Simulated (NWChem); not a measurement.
System: diphosphane (P₂H₄); SMILES PP

Here is an NWChem input.

```
start job
memory heap 200 mb stack 900 mb global 1100 mb
geometry units angstroms
  P     -0.000034    -1.111516    -0.065318
  P     -0.000034     1.111516     0.065318
  H      1.022314    -1.257874     0.911959
  H     -1.022493    -1.257848     0.911847
  H      1.022320     1.257874    -0.911954
  H     -1.022488     1.257849    -0.911852
end
basis spherical
  P library 6-31g*
  H library 6-31g*
end
dft
  xc b3lyp
  iterations 150
end
driver
  maxiter 120
end
task dft optimize
task dft freq
```

The level has its own optimisation; frequencies are unscaled.

Problem. Predict the main results of this run. (B3LYP/6-31G* (spherical d).) Quantities: r P–P (Å); r H–P (Å); highest harmonic frequency (cm⁻¹); lowest (cm⁻¹); zero-point energy (kcal/mol).

Solution. 
| Quantity | Result |
|---|---|
| r P–P (Å) | 2.267 |
| r H–P (Å) | 1.426 |
| highest harmonic frequency (cm⁻¹) | 2408 |
| lowest (cm⁻¹) | 100 |
| zero-point energy (kcal/mol) | 22.2 |
